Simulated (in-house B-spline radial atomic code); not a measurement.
# Cd⁵⁺: [Ar] 3d10 4s2 4p5 4d7 8s1 (an excited or competing configuration)

All numbers are computed (Dirac-Hartree-Fock, average of configuration; Fermi nucleus of rms radius 4.6087 fm) with an all-electron radial atomic-structure program (B-spline basis), not measured.

Z_r = [3n² - l(l+1)]/(2<r>); Z_e = n√(-2ε); the last column is Slater's effective charge. Values are occupation-weighted means over j. An effective charge above Z reflects the relativistic contraction of the inner shells.

```csv
shell,electrons,ε (eV),<r> (bohr),Z_r,Z_e,Slater
1s,2,-26967,0.03039,49.36,44.52,47.70
2s,2,-4174.7,0.131,45.79,35.03,43.85
2p,6,-3752.5,0.1147,43.58,33.21,43.85
3s,2,-894.57,0.3558,37.94,24.33,36.75
3p,6,-751.91,0.3552,35.19,22.30,36.75
3d,10,-527.94,0.3334,31.50,18.69,26.85
4s,2,-217.3,0.8619,27.84,15.99,20.60
4p,5,-173.05,0.9227,24.93,14.27,20.60
4d,7,-105.16,1.077,19.50,11.12,10.90
8s,1,-14.305,8.602,11.16,8.20,6.00
```

The least bound orbital is 8s1/2 at -14.31 eV, and it is also the most diffuse (<r> = 8.602 bohr).

Spin-orbit splittings of the orbital energies (j = l + 1/2 above j = l - 1/2 when positive): 2p 193.4 eV, 3p 35.67 eV, 3d 7.142 eV, 4p 6.534 eV, 4d 0.9669 eV.

For the 1s electron the small component carries 3.1 % of the norm, the zero-frequency Breit interaction raises the level by 59.37 eV, self-energy by 33.35 eV, and vacuum polarisation lowers it by 4.252 eV.
